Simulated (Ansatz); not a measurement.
Spin states of H4W (SMILES [WH4]), each relaxed at B3LYP-D3(BJ)/def2-TZVP; lowest solutions found, singlets restricted, no spin–orbit coupling, no relativity up to Kr.
Multiplicity 3 (charge 0, multiplicity 3):
```xyz
5

W     -0.011     0.006    -0.012
H      1.224    -0.240     1.147
H     -1.225     1.009     0.655
H     -0.693    -1.501    -0.448
H      0.650     0.755    -1.400
```
Multiplicity 1 (charge 0, multiplicity 1):
```xyz
5

W     -0.011     0.006    -0.012
H      1.203    -0.341     1.139
H     -1.206     1.076     0.580
H     -0.626    -1.545    -0.382
H      0.586     0.833    -1.383
```

Codes used: Ansatz (Gaussian orbitals).  In def2 rows elements past Kr take small-core potentials, without spin–orbit coupling.

The energy of multiplicity 1 less that of multiplicity 3 (kcal/mol) and the share of exact exchange:

```json
[
 {"functional": "PBE/def2-TZVPP", "exact exchange (%)": "0", "value": "32.24"},
 {"functional": "PBE0/def2-TZVPP", "exact exchange (%)": "25", "value": "35.37"},
 {"functional": "BLYP/def2-TZVPP", "exact exchange (%)": "0", "value": "29.03"},
 {"functional": "B3LYP/def2-TZVPP", "exact exchange (%)": "20", "value": "30.30"},
 {"functional": "BHLYP/def2-TZVPP", "exact exchange (%)": "50", "value": "34.85"},
 {"functional": "r2SCAN/def2-TZVPP", "exact exchange (%)": "0", "value": "39.00"},
 {"functional": "r2SCANh/def2-TZVPP", "exact exchange (%)": "10", "value": "39.26"}
]
```

### Question
Take the value as linear in the share of exact exchange along PBE and PBE0. Give the slope, say whether the sign turns, and set the other functionals against that line.

### Answer

Slope: (35.37 − (32.24))/2.5 = 1.25 kcal/mol for each 10 %. The line keeps its sign from 0 to 100 %. At 50 % it gives 38.5 kcal/mol. The LYP pair gives (34.85 − (29.03))/5 = 1.16 for each 10 %. BHLYP, at 50 %, lies -3.7 from the PBE line. B3LYP, at 20 %, lies -4.4 from the PBE line. r2SCAN, with none, stands 6.8 from PBE. The r2SCAN pair gives 0.26 for 10 %.

Ansatz is an electronic-structure program.
